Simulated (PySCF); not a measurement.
## Structure from 2D NMR

Compound of formula C7H10NP. Correlations simulated from computed shifts and the bond graph:

HSQC (one-bond C–H):
```
  δH     δC
8.63  152.5
7.38  136.1
7.28  131.1
6.84  123.8
1.26   16.7
```

COSY cross peaks (H two or three bonds apart, from the bond graph; peaks can be absent where the dihedral angle is near 90°):
```
  δH    δH
8.63  6.84
7.38  7.28
7.38  6.84
```

HMBC (two and three bonds, from the bond graph):
```
  δH                          δC
8.63         174.1, 136.1, 123.8
7.38  174.1, 152.5, 131.1, 123.8
7.28         174.1, 136.1, 123.8
6.84         152.5, 136.1, 131.1
1.26                 174.1, 16.7
```

Carbons without hydrogens: δ 174.1.

Level of theory: shieldings: GIAO PBE/pcSseg-1, PBE0-D3(BJ)/def2-SVP geometry, in PySCF 2.14 (non-relativistic, one conformer, rapidly exchanging positions averaged, in vacuum).

Shifts are taken against calculated references (same method and geometry level): 1H, 13C vs TMS.

Exchangeable hydrogens are left out of these lists.

Task: Assemble the structure.

Result: SMILES CP(C)c1ccccn1.

Numbering as in the mapped SMILES `[CH3:1][P:2]([CH3:3])[c:4]1[cH:5][cH:6][cH:7][cH:8][n:9]1`. Each H is labelled by its parent atom.

δC 174.1 is C4, a substituted aromatic carbon next to a ring nitrogen. δC 152.5 is C8, an aromatic CH next to a ring nitrogen (δH 8.63). δC 136.1 is C6, an aromatic CH (δH 7.38). δC 131.1 is C5, an aromatic CH (δH 7.28). δC 123.8 is C7, an aromatic CH (δH 6.84). δC 16.7 is C1/C3, a methyl carbon bonded to P (δH 1.26). HMBC from δH 8.63 reaches the proton-free carbon C4. HMBC from δH 7.38 reaches the proton-free carbon C4. HMBC from δH 7.28 reaches the proton-free carbon C4. HMBC from δH 1.26 reaches the proton-free carbon C4. COSY links 8.63–6.84, 7.38–7.28, 7.38–6.84.

This is the structure that produced the data.

Shifts are as computed. Against solution values, carbons near 30 ppm lie about +2 ppm off and those near 130 ppm about +2 ppm. Of 1211 compounds with measured shifts, 218 miss one by over three times the rms of a fit or turn the order of signals round; such compounds aren't used in these exercises.
